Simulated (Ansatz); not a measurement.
`BN(CC)CC`, relaxed with RKS PBE-D4/def2-SVP in Ansatz from a rough embedded geometry. The force threshold is 0.03 eV/Å; the program also tests the step.

Charge 0, multiplicity 1.

Start:

```xyz
18

B    -1.742   -0.464    0.768
N    -0.292   -0.224    0.369
C    -0.266    0.972   -0.458
C    -0.263    2.313    0.342
C     0.233   -1.387   -0.341
C     1.779   -1.461   -0.214
H    -1.981   -0.464    1.962
H    -2.551   -0.699    0.030
H     0.735    1.006   -1.078
H    -1.062    0.983   -1.248
H    -0.183    3.127   -0.291
H     0.541    2.251    1.100
H    -1.284    2.301    0.946
H    -0.133   -2.384    0.102
H    -0.059   -1.394   -1.433
H     2.100   -1.454    0.852
H     2.168   -2.395   -0.669
H     2.262   -0.628   -0.740
```

(1) How much energy does the relaxation release, and in how many steps? (An estimate is asked.)

(2) Which bonds change most? (An estimate is asked.)

(3) Give the relaxed structure. (Estimate.)

## Answers

(1) The calculation gave: 209.30 kJ/mol, in 17 steps, 1 of them rejected.

(2) Computed: B1–N2 from 1.523 to 1.400 Å; B1–H8 from 1.120 to 1.219 Å; C4–H13 from 1.187 to 1.109 Å; C4–H11 from 1.034 to 1.110 Å.

(3) The calculation gave: 
```xyz
18

B    -1.819   -0.600    0.762
N    -0.731   -0.370   -0.089
C    -0.529    0.935   -0.743
C     0.074    2.002    0.173
C     0.270   -1.398   -0.384
C     1.673   -1.103    0.150
H    -1.938   -1.688    1.297
H    -2.625    0.297    0.940
H     0.118    0.786   -1.635
H    -1.508    1.291   -1.123
H     0.189    2.962   -0.372
H     1.069    1.704    0.558
H    -0.588    2.179    1.045
H    -0.102   -2.348    0.047
H     0.320   -1.545   -1.488
H     1.657   -0.958    1.249
H     2.353   -1.950   -0.076
H     2.116   -0.196   -0.310
```
